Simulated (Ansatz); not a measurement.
C2H4O2Si, SMILES `O=C1C[SiH]1O`, 9 atoms. Total charge 0; spin multiplicity 1. All runs use 2 threads of an Arm Neoverse V1 on a shared host. Correlated methods freeze the cores.

**Question.** How many basis functions does each run have, and how long does it take in Ansatz? RHF-MP2/def2-QZVPP energy; direct RPA on PBE orbitals/def2-TZVPP energy; RKS ωB97M-V/def2-SVP energy; RKS PBE0-D4/def2-TZVP frequencies; RKS ωB97M-V/def2-QZVPP energy; RKS PBE0-D4/def2-SVP energy; RKS PBE0-D4/def2-QZVPP energy; RKS ωB97M-V/def2-TZVPP energy and forces; RHF-CCSD(T)/def2-TZVPP energy; RKS PBE0-D4/def2-TZVP relaxation (12 steps); RHF-CCSD(T)/def2-SVP energy; RKS r2SCAN-D4/def2-TZVPP energy and forces. (Estimate.)

**Answer.** The calculation gave: Other jobs shared the machine, so times are rough.

```csv
level,job,functions,wall time,peak host memory (GiB)
RKS PBE0-D4/def2-SVP,energy,94,1.4 s,0.17
RKS ωB97M-V/def2-SVP,energy,94,6 s,0.26
RHF-CCSD(T)/def2-SVP,energy,94,6 s,0.35
RKS r2SCAN-D4/def2-TZVPP,energy and forces,222,7 s,0.27
direct RPA on PBE orbitals/def2-TZVPP,energy,222,7.5 s,0.49
RKS PBE0-D4/def2-QZVPP,energy,418,11 s,1.1
RKS ωB97M-V/def2-TZVPP,energy and forces,222,17 s,0.68
RKS ωB97M-V/def2-QZVPP,energy,418,25 s,1.4
RHF-MP2/def2-QZVPP,energy,418,28 s,2.1
RKS PBE0-D4/def2-TZVP,relaxation (12 steps),185,55 s,0.42
RHF-CCSD(T)/def2-TZVPP,energy,222,2.3 min,3.6
RKS PBE0-D4/def2-TZVP,frequencies,185,2.9 min,0.42
```
